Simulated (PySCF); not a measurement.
Start geometry of `CC(=O)O[SiH2]Cl` from GFN2-xTB (Å):
```
atom  x, y, z in Å
C1    -1.8884    0.1014    0.4701
C2    -0.6269    0.3491   -0.2702
O3    -0.5013    1.0362   -1.2508
O4     0.4344   -0.3021    0.2798
Si5    1.9479   -0.2599   -0.3115
Cl6    2.8763   -1.4382    0.9979
H7    -2.7007    0.6770   -0.0152
H8    -2.1205   -0.9314    0.4674
H9    -1.7977    0.4570    1.5174
H10    1.9737   -0.8212   -1.6298
H11    2.4415    1.1063   -0.2064
```

Problem. What comes out of this run: PBE0-D3(BJ)/def2-SVP geometry optimisation, gas phase (PySCF)?

Solution. 
```
atom  x, y, z in Å
C1    -1.926    0.113    0.487
C2    -0.599    0.277   -0.178
O3    -0.377    0.939   -1.165
O4     0.389   -0.398    0.424
Si5    1.909   -0.207   -0.345
Cl6    3.155   -1.364    0.811
H7    -2.687    0.689   -0.050
H8    -2.196   -0.953    0.507
H9    -1.857    0.447    1.532
H10    1.879   -0.774   -1.710
H11    2.362    1.199   -0.257
```

The energy falls by 0.267 eV over 11 energy and gradient evaluations, the largest force component goes from 0.0541 to 2.0e-04 Eh/bohr, and the atoms move by 0.139 Å rms after alignment. The bond that changes most is O4–Si5 (oxygen singly bound to a carbonyl carbon to chlorine-bound silicon), which lengthens by 0.089 Å. Bonds longer at the end by more than 0.005 Å: 6 of 10; shorter: 3. Among the angles that change most is C2–O4–Si5, from 124.5° to 113.3°. Rotational constants go from 6317, 1157, 995.9 to 6772, 1114, 974.2 MHz. The orientation of the end geometry is arbitrary; only internal coordinates are fixed.

The run used 117 basis functions and 71 SCF cycles in all.

No PBE0-D3(BJ)/def2-SVP frequencies stand behind this structure, so it isn't proved a minimum. The numbers are those of one conformer.
